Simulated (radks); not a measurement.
The holmium ion Ho+ inside a hard spherical wall (all orbitals vanish at R), configuration held at [Xe] 4f11 6s1 and not refilled when levels cross. Method: scalar-relativistic Kohn-Sham, LDA (Slater exchange, Perdew-Wang correlation), spin-unpolarised, spherical densities, point nucleus; computed with a radial shooting solver on a logarithmic mesh with Libxc functionals. Eigenvalues in eV, with the zero of energy where the potential of the charges vanishes at infinity; a dash marks a level that is unbound or too diffuse for the functional's potential to be trusted. A positive occupied level is held by the wall or, in an anion where self-interaction has pushed it up, behind a barrier. The pressure on the wall is -dE/dV.

R (bohr)  E (hartree)  kinetic (hartree)    e(5s)    e(5p)   e(4f)   e(6s)  e(5d, empty)  e(6p, empty)  pressure (GPa)
free      -12608.0304          13633.635  -57.195  -32.643  -9.952  -9.222        -7.037        -5.593               0
20        -12608.0304          13633.635  -57.195  -32.643  -9.952  -9.222        -7.037        -5.593        < 0.0001
8         -12608.0274          13633.663  -57.063  -32.514  -9.822  -9.065        -6.900        -5.100           0.136
7         -12608.0203          13633.712  -56.868  -32.326  -9.628  -8.768        -6.681        -4.418           0.570
5         -12607.9264          13634.171  -55.614  -31.138  -8.319  -5.703        -4.952         1.003            11.6
4         -12607.6630          13635.333  -53.588  -29.209  -6.016   1.253        -1.678        11.362            73.4
3.5       -12607.2725          13637.059  -51.316  -26.931  -3.294   9.873         2.134        23.044             223
3         -12606.3022          13641.270  -46.830  -22.108   2.201  27.597         9.758        45.406             794
